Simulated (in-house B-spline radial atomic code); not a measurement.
Settings and results of a run for He. Level of theory: non-relativistic revTPSS, spin-polarised, spherical fractional occupations, point nucleus; calculated with an all-electron radial atomic-structure program (B-spline basis).

Command:
```bash
python run_scf.py task.json out
```
Settings:
```
Z                2
configuration    1s2
hamiltonian      nr
method           revtpss,revtpss
spin_polarised   True
```

Output (hartree, bohr):
```
 radial grid: 45 intervals, B-splines of order 8, outer radius 50 bohr

 iter        energy (Eh)    residual
    1          -2.911431    4.40e-03
    2          -2.912033    5.12e-04
    3          -2.912051    1.89e-04
    4          -2.912053    7.31e-05
    5          -2.912054    2.22e-05
    6          -2.912054    1.41e-06
    7          -2.912054    2.32e-08

 total energy                        -2.91205
 kinetic                               2.8702
 electron-nucleus                     -6.7550
 Hartree                               2.0468
 exchange-correlation                 -1.0741

 orbital      occ     eigenvalue          <r>       <r^2>       <1/r>       r_max
 1s up      1.000        -0.6052     0.932846     1.21046     1.68875      0.5657
 1s down    1.000        -0.6052     0.932846     1.21046     1.68875      0.5657
```

Cost of the run: 0.06 s on 1 thread of Arm Neoverse V1 (shared host).
